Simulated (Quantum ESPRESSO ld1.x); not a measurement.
Species: Tc4+. Configuration: [Ar] 3d10 4s1.75 4p6 4d3 4f0.25 (fractional occupations, a model configuration). Method: scalar-relativistic Kohn-Sham, LDA (Slater exchange, Perdew-Zunger correlation), spin-polarised, spherical densities, point nucleus; open shells are filled with parallel spins first; computed with ld1.x of Quantum ESPRESSO 7.5.

Radial electron density D(r) = 4 pi r^2 rho(r):

| r (bohr) | D(r) (e/bohr) | spin D(r) |
|---|---|---|
| 0.001348 | 1.541 | 0.000580 |
| 0.001557 | 1.989 | 0.000748 |
| 0.001798 | 2.561 | 0.000962 |
| 0.002076 | 3.287 | 0.00123 |
| 0.002398 | 4.202 | 0.00157 |
| 0.002769 | 5.350 | 0.00200 |
| 0.003198 | 6.778 | 0.00253 |
| 0.003693 | 8.537 | 0.00317 |
| 0.004265 | 10.68 | 0.00395 |
| 0.004926 | 13.27 | 0.00487 |
| 0.005689 | 16.33 | 0.00596 |
| 0.00657 | 19.90 | 0.00719 |
| 0.007588 | 23.98 | 0.00854 |
| 0.008763 | 28.50 | 0.00998 |
| 0.01012 | 33.36 | 0.0114 |
| 0.01169 | 38.38 | 0.0127 |
| 0.0135 | 43.27 | 0.0137 |
| 0.01559 | 47.70 | 0.0141 |
| 0.018 | 51.28 | 0.0138 |
| 0.02079 | 53.63 | 0.0126 |
| 0.02401 | 54.49 | 0.0103 |
| 0.02773 | 53.80 | 0.00708 |
| 0.03203 | 51.83 | 0.00342 |
| 0.03699 | 49.25 | 0.000281 |
| 0.04272 | 47.06 | -0.000839 |
| 0.04933 | 46.36 | 0.00200 |
| 0.05697 | 48.02 | 0.0109 |
| 0.0658 | 52.24 | 0.0277 |
| 0.07599 | 58.18 | 0.0536 |
| 0.08776 | 64.01 | 0.0889 |
| 0.1013 | 67.44 | 0.134 |
| 0.118 | 66.46 | 0.193 |
| 0.1363 | 60.96 | 0.265 |
| 0.1574 | 52.96 | 0.356 |
| 0.1817 | 45.87 | 0.466 |
| 0.2099 | 42.83 | 0.581 |
| 0.2424 | 44.70 | 0.666 |
| 0.2799 | 49.21 | 0.672 |
| 0.3233 | 52.11 | 0.561 |
| 0.3734 | 49.82 | 0.344 |
| 0.4312 | 41.78 | 0.106 |
| 0.498 | 30.68 | -0.00791 |
| 0.5751 | 20.61 | 0.142 |
| 0.6642 | 14.41 | 0.612 |
| 0.7671 | 12.28 | 1.32 |
| 0.8859 | 12.24 | 2.07 |
| 1.023 | 12.03 | 2.62 |
| 1.182 | 10.50 | 2.79 |
| 1.365 | 7.893 | 2.57 |
| 1.576 | 5.104 | 2.06 |
| 1.82 | 2.867 | 1.44 |
| 2.102 | 1.422 | 0.887 |
| 2.427 | 0.6408 | 0.483 |
| 2.803 | 0.2772 | 0.242 |
| 3.237 | 0.1246 | 0.119 |
| 3.739 | 0.06091 | 0.0602 |
| 4.318 | 0.03046 | 0.0304 |
| 4.987 | 0.01377 | 0.0138 |
| 5.759 | 0.005078 | 0.00508 |
| 6.651 | 0.001424 | 0.00142 |
| 7.681 | 0.0002872 | 0.000287 |

D(r) has 4 maxima, at r = 0.0242, 0.106, 0.329, 0.929 bohr, and minima at 0.0482, 0.213, 0.818 bohr, inside which lie 2.02, 11.13, 29.46 electrons.
